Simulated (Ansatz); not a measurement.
```yaml
crystal:
  periodic: [false, false, false]
  atoms:
    - {symbol: Zn, position_ang: [-1.355857, 0.205908, -0.456395]}
    - {symbol: Te, position_ang: [0.248393, -1.533366, 0.561786]}
    - {symbol: Te, position_ang: [0.879187, 1.183840, -0.297804]}
basis:
  gaussian: {orbitals: def2-TZVP}
hamiltonian: {xc: {name: r2SCANh}}
scf: {omitted_lower_state_checks: [starts]}
output: {forces: true}
```

```sh
$ ansatz run in.yaml --threads 4 --pin off --events-out ev --progress --plain --max-ram 3916MiB
```

Shortened log:

```
Functional definition: r2SCANh
1253 factors; their error is unknown
mean field evaluation 1: about -63008.9482 eV, gradient 4.0e1 eV
mean field evaluation 2: about -62984.3664 eV, gradient 1.1e2 eV
mean field evaluation 4: about -63011.3070 eV, gradient 1.0e1 eV
mean field evaluation 8: about -63011.6439 eV, gradient 8.9e-2 eV
mean field evaluation 16: about -63011.6317 eV, gradient 1.4e-3 eV
mean field -63011.63166385 eV, -2315.6347528284 hartree, gradient 6.6e-5 eV, S^2 0.000000; 0 other end points of the search recorded, 0 dependent functions left out
reference -63011.63167303 eV, -2315.6347531660 hartree; 39, 39 occupied and 109, 109 virtual orbitals, 1253 factors
Total energy: -63011.63167303 eV, -2315.6347531660 hartree
Atom 0 at    -1.355857     0.205908    -0.456395 Å, force     0.395019    -0.593488     0.311916 eV/Å
Atom 1 at     0.248393    -1.533366     0.561786 Å, force    -0.574142     0.242096    -0.223486 eV/Å
Atom 2 at     0.879187     1.183840    -0.297804 Å, force     0.179123     0.351392    -0.088430 eV/Å
Dipole moment:    -0.746799     0.181284    -0.241195 e Å
Checks for a lower state left out: starts
```

It took 5.5 s on 4 threads of Arm Neoverse V1 on a shared host.

In the def2 sets Te takes a core potential; there is no spin–orbit coupling.
